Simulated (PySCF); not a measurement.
**Electric field gradients and quadrupole coupling constants**

C4H10FNSi.
Structure used (GFN2-xTB), in Å, numbered top down from 1:
```
atom  x, y, z in Å
C1     0.688    1.453   -1.074
N2     0.459    0.119   -0.556
Si3    1.715   -0.848    0.092
F4     3.050   -0.333   -0.644
C5    -0.921   -0.122   -0.297
C6    -1.382   -1.143    0.689
C7    -1.548    0.315    1.000
H8     0.109    1.596   -1.990
H9     0.383    2.219   -0.353
H10    1.741    1.582   -1.303
H11    1.528   -2.232   -0.313
H12    2.038   -0.667    1.508
H13   -1.530    0.005   -1.190
H14   -2.261   -1.721    0.443
H15   -0.643   -1.694    1.246
H16   -0.894    0.737    1.748
H17   -2.537    0.745    0.984
```

Field gradients from the PBE0/pcSseg-1 density (PySCF, non-relativistic), principal values in atomic units, ordered |Vxx| ≤ |Vyy| ≤ |Vzz|:

```json
{"atom": "N2", "Vxx": "0.3809", "Vyy": "0.7553", "Vzz": "-1.1361"}
```

Task: Find the asymmetry η = (Vxx − Vyy)/Vzz and the couplings χ = eQV/h (234.96 MHz × Q in barn × V in au), with Q(14N) = 0.02044 b.

Result: 
```tsv
atom	environment	nucleus	η	χzz (MHz)	χxx (MHz)	χyy (MHz)
N2	silicon-bound nitrogen	14N	0.33	-5.46	1.83	3.63
```

Task: What is Vzz at N2 in SI units (1 au = 9.71736 × 10²¹ V/m²)?

Result: -1.1361 au = -11.040 × 10²¹ V/m².

Task: And the gradient at the other heavy atoms, for which no coupling is worked out here?

Result: 
| atom | environment | Vzz (au) | η |
| --- | --- | --- | --- |
| C1 | N-methyl carbon | 0.271 | 0.16 |
| Si3 | fluorine-bound silicon | 0.754 | 0.43 |
| F4 | silicon-bound fluorine | 1.259 | 0.15 |
| C5 | sp3 carbon bound to nitrogen | 0.253 | 0.66 |
| C6 | three-membered-ring carbon | 0.175 | 0.28 |
| C7 | three-membered-ring carbon | 0.199 | 0.32 |

Task: What couplings would deuterons (Q(2H) = 0.00286 b) have in place of the hydrogens, at this geometry?

Result: 
| atom | bonded to | bond length (Å) | Vzz (au) | η | χzz (kHz) |
| --- | --- | --- | --- | --- | --- |
| H8 | C1 | 1.093 | 0.2999 | 0.06 | 202 |
| H9 | C1 | 1.095 | 0.2969 | 0.05 | 199 |
| H10 | C1 | 1.085 | 0.3093 | 0.06 | 208 |
| H11 | Si3 | 1.455 | 0.1640 | 0.03 | 110 |
| H12 | Si3 | 1.464 | 0.1568 | 0.01 | 105 |
| H13 | C5 | 1.088 | 0.3087 | 0.11 | 207 |
| H14 | C6 | 1.080 | 0.3308 | 0.07 | 222 |
| H15 | C6 | 1.078 | 0.3363 | 0.08 | 226 |
| H16 | C7 | 1.079 | 0.3328 | 0.08 | 224 |
| H17 | C7 | 1.079 | 0.3335 | 0.07 | 224 |

The structure is a single GFN2-xTB conformer in the gas phase; no vibrational or solvent corrections. GFN2-xTB bond lengths can be off by several hundredths of an ångström, more for odd bonds, and the gradients follow them. The basis is small and wasn't made for field gradients, so the couplings can be 20 % off.

These values come from a run that also computed NMR shieldings. Hardware: Arm Neoverse V1, one thread, shared host with 32 logical CPUs at a one-minute load of 26. Cost: 25 s of wall time, 0.80 GiB resident at most.
